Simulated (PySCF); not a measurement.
FGe (SMILES [F][Ge]), doublet, geometry from GFN2-xTB.

Input for PySCF:
```python
from pyscf import gto, scf, mcscf
import numpy

mol = gto.M(
    atom='''
Ge   -0.00000000   -0.00000000   -0.40135630
F     0.00000000    0.00000000    1.42704462
''',
    basis='cc-pvdz',
    spin=1,
    verbose=3,
)

mf = scf.ROHF(mol)
mf.kernel()
mc = mcscf.CASSCF(mf, 3, 3)
mc.kernel()
occ = numpy.linalg.eigvalsh(mc.fcisolver.make_rdm1(mc.ci, mc.ncas, mc.nelecas))[::-1]
ss = mc.fcisolver.spin_square(mc.ci, mc.ncas, mc.nelecas)[0]
print('natural occupations', occ.round(4), ' <S^2>', round(ss, 4))
```

Problem. Estimate the SCF-reference dipole moment that CASSCF(3,3)/cc-pVDZ in PySCF returns for this input.

Solution. 2.71 D

Problem. Estimate the SCF-reference Mulliken (on the basis functions themselves) charges in atom order that CASSCF(3,3)/cc-pVDZ returns for this input.

Solution. Ge1 0.55, F2 -0.55

These values belong to the state on which the SCF converged, which isn't shown to be the lowest.
